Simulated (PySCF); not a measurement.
## Bond curve of BeC

Set-up: Be 3-21G, C 3-21G; no relativity (PySCF 2.14). Energies in eV from Be + C in their ground configurations at the same level. State: Ms = 1 determinant of mixed spin (⟨S²⟩ near 2.8), unpaired electrons π ↑↑.

All columns are PBE0. A positive dipole means Be(−)C(+).

| R (Å) | E (eV) | μ (D) | Mulliken charge on Be (basis-dependent) | HOMO (eV) | LUMO (eV) | Mayer bond order | ⟨S²⟩ |
| --- | --- | --- | --- | --- | --- | --- | --- |
| 1.461 | -1.859 | -0.32 | 0.28 | -5.87 | -3.07 | 1.38 | 2.81 |
| 1.529 | -2.214 | -0.55 | 0.31 | -6.01 | -2.91 | 1.34 | 2.79 |
| 1.597 | -2.415 | -0.76 | 0.33 | -6.14 | -2.77 | 1.30 | 2.78 |
| 1.648 | -2.487 | -0.92 | 0.34 | -6.24 | -2.68 | 1.27 | 2.77 |
| 1.699 | -2.508 | -1.08 | 0.35 | -6.34 | -2.59 | 1.25 | 2.75 |
| 1.750 | -2.487 | -1.23 | 0.35 | -6.44 | -2.51 | 1.23 | 2.74 |
| 1.818 | -2.410 | -1.42 | 0.35 | -6.56 | -2.50 | 1.20 | 2.72 |
| 1.903 | -2.259 | -1.65 | 0.35 | -6.71 | -2.63 | 1.17 | 2.70 |
| 2.005 | -2.031 | -1.90 | 0.34 | -6.62 | -2.78 | 1.14 | 2.66 |
| 2.141 | -1.696 | -2.18 | 0.31 | -6.42 | -2.96 | 1.07 | 2.60 |

A fit through these points gives, at Re = 1.697 Å, μ = -1.07 D and dμ/dR = -3.00 D/Å; the reduced mass is 5.147 u.

Q: How strong is the fundamental in the double-harmonic approximation, I = 42.26·(dμ/dR)²/μred km/mol?

A: I = 42.26·(-3.00)²/5.147 = 73.9 km/mol at PBE0.

3-21G is very small, so such numbers show the basis as much as the molecule. The state was picked by a PBE0 search and need not be the measured ground state.
